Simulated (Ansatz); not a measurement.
`N#C[Si](F)(F)F` + H₂ → `F[SiH](F)F` + `C#N` at 298.15 K and 1 bar (hydrogenolysis of the Si–C bond).

Program: Ansatz. Geometries: PBE0-D4/def2-TZVP. ΔE: electronic, gas phase. CCSD(T)/CBS adds triple-zeta CCSD(T) − MP2 to the extrapolated MP2 energy (def2 sets, frozen cores). This one scheme is used for every species.

```
         species  CCSD(T)/CBS energy (Eh)  H − E (kJ/mol)  S (J/(mol·K))
`N#C[Si](F)(F)F`               -681.41275            66.6          323.3
              H₂                 -1.17544            35.1          130.4
    `F[SiH](F)F`               -589.26725            60.9          277.9
           `C#N`                -93.32098            52.4          201.2
```

H − E and S are ideal-gas, rigid-rotor, harmonic terms from PBE0-D4/def2-TZVP. The MP2-based limit puts H₂ 0.8 mEh under its directly extrapolated value; such offsets cancel only in part. 1 Eh = 2625.50 kJ/mol, R = 8.31446 J/(mol·K).

Q: By hand: ΔE, ΔH, ΔS and ΔG.

A: ΔE = (-589.26725) + (-93.32098) − (-681.41275) − (-1.17544) = -0.00004 Eh = -0.1 kJ/mol. Δ(H − E) = 60.9 + 52.4 − 66.6 − 35.1 = 11.6, so ΔH = 11.5 kJ/mol. ΔS = 277.9 + 201.2 − 323.3 − 130.4 = 25.4 J/(mol·K). ΔG = 11.5 − 298.15 × (25.4)/1000 = 3.9 kJ/mol.

Q: By hand: the equilibrium constant, and the temperature at which ΔG would vanish if ΔH and ΔS stayed fixed.

A: log₁₀ K = −ΔG/(RT ln 10) = -0.7. ΔG = 0 at ΔH/ΔS = 453 K.

TΔS isn't small against ΔH here. The sign of ΔG lies within the doubt. A doubt of 5 kJ/mol in ΔE shifts log₁₀ K by 0.9 here. These are equilibria of isolated gas molecules and say nothing of rates. Largest T1 diagnostic: 0.014 (customary marks: 0.02 for closed shells, 0.045 for open ones).
